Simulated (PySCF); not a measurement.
## Telling isomers of C5H12OP2 apart by NMR

All values are calculated (PySCF 2.14): coordinates at the GFN2-xTB level, shielding tensors at PBE0/pcSseg-1 (GIAO). Non-relativistic, fast rotation and ring inversion assumed for equivalent nuclei, single conformer, gas phase.

Referencing at the same level of theory: 1H, 13C against TMS. Splittings of carbon signals by F and P are missing where no couplings were computed. Where no couplings were computed, multiplicities follow the n + 1 count of equivalent neighbours, and m marks all less simple cases (inequivalent or close neighbours, rings, F or P nearby). Shifts are as computed. Against solution values, carbons near 30 ppm lie about +3 ppm off and those near 130 ppm about +5 ppm. Of 1211 compounds with measured shifts, 218 miss one by over three times the rms of a fit or turn the order of signals round; such compounds aren't used in these exercises.

(1) Tabulate the signals of `PCP1CCOCC1`, `O=P1(P)CCCCC1`, `C=C[P@@](C)(=O)P(C)C` and their relative energies.

(2) What is the quickest way to tell PCP1CCOCC1 from C=C[P@@](C)(=O)P(C)C?

(3) What is the quickest way to tell PCP1CCOCC1 from O=P1(P)CCCCC1?

(4) What is the quickest way to tell O=P1(P)CCCCC1 from C=C[P@@](C)(=O)P(C)C?

Answers

(1) 
| SMILES | carbon types | δC | δH | E rel. (kcal/mol) |
| --- | --- | --- | --- | --- |
| PCP1CCOCC1 | 5×CH2 | 70.2, 33.8, 20.7 | 3.95 (m, 4H), 2.65 (m, 2H), 1.55 (m, 4H), 1.17 (m, 2H) | 32.8 |
| O=P1(P)CCCCC1 | 5×CH2 | 39.1, 31.8, 28.1 | 2.51 (m, 2H), 2.03 (m, 2H), 1.94 (m, 2H), 1.88 (m, 2H), 1.74 (m, 1H), 1.57 (m, 2H), 1.00 (m, 1H) | 0.0 |
| C=C[P@@](C)(=O)P(C)C | 1×CH 1×CH2 3×CH3 | 143.0, 142.1, 20.0, 7.8 | 6.70 (m, 1H), 6.58 (m, 1H), 6.21 (m, 1H), 1.42 (m, 3H), 1.22 (m, 6H) | 14.4 |

Energies are electronic energies at PBE0/pcSseg-1 on these geometries, without zero-point or thermal terms, each for the one conformer computed, which needn't be the lowest.

(2) Count the carbon signals: 3 against 4. The first has an sp3 CH2 bonded to O at 70.2 ppm, the second an alkene CH at 143.0 ppm. In the proton spectra the most deshielded non-exchanging signals are 3.95 (m, 4H) and 6.70 (m, 1H).

(3) Both give the same number of carbon signals, with the same numbers of each carbon type, so the positions decide. The first has an sp3 CH2 bonded to O at 70.2 ppm, the second an sp3 CH2 in a ring at 28.1 ppm. Their most deshielded carbons lie at 70.2 and 39.1 ppm. In the proton spectra the most deshielded non-exchanging signals are 3.95 (m, 4H) and 2.51 (m, 2H).

(4) Count the carbon signals: 3 against 4. The first has an sp3 CH2 bonded to P at 39.1 ppm, the second an alkene CH at 143.0 ppm. In the proton spectra the most deshielded non-exchanging signals are 2.51 (m, 2H) and 6.70 (m, 1H).
